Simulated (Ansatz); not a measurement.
Job for Ansatz (a first-principles code): R-CAM-B3LYP/def2-TZVPP on AsN, 2S+1 = 1, a spin state set in the input, which need not be the lowest, a point of a bond scan (R = 1.610 Å).

Ansatz 0.2 input:
```yaml
crystal:
  periodic: [false, false, false]
  atoms:
    - {symbol: N, position_ang: [0.00000000, 0.00000000, 0.00000000]}
    - {symbol: As, position_ang: [0.00000000, 0.00000000, 1.60977700]}
basis:
  gaussian:
    orbitals: def2-TZVPP
    pivot_positions_ang: [[0.00000000, 0.00000000, 0.00000000], [0.00000000, 0.00000000, 1.60977700]]
hamiltonian:
  xc: {name: CAM-B3LYP}
output: {forces: true, orbitals: {seedname: ./end}}
```

The log:

```
WARN ansatz: RAYON_NUM_THREADS=2 ignored (pool sized by the plan → 2); use --threads N
Functional definition: CAM-B3LYP
integrals: 0.02 GiB planned
564 factors; their error is unknown
integrals: 0.05 GiB planned
121 factors; integrals over basis functions are off by at most 7.7e-6 eV
mean field: 0.23 GiB planned
mean field evaluation 1: about -62321.2371 eV, gradient 7.3e1 eV
mean field evaluation 2: about -62269.8910 eV, gradient 1.4e2 eV
mean field evaluation 4: about -62332.5870 eV, gradient 2.0e0 eV
mean field evaluation 8: about -62332.5954 eV, gradient 3.9e-2 eV
mean field evaluation 16: about -62332.7883 eV, gradient 3.7e-6 eV
mean field -62332.78834498 eV, -2290.6877209967 hartree, gradient 3.7e-6 eV, S^2 0.000000; 0 other end points of the search recorded, 0 dependent functions left out
the calculation of the forces begins
reference -62332.78841628 eV, -2290.6877236168 hartree; 20, 20 occupied and 59, 59 virtual orbitals, 564 factors
Total energy: -62332.78841628 eV, -2290.6877236168 hartree
Atom 0 at     0.000000     0.000000     0.000000 Å, force     0.000000    -0.000000     0.889939 eV/Å
Atom 1 at     0.000000     0.000000     1.609777 Å, force    -0.000000     0.000000    -0.889939 eV/Å
Dipole moment:     0.000000     0.000000     0.670488 e Å
```

Self-consistency was reached.

Cost: around 1.5 core-seconds (rough).
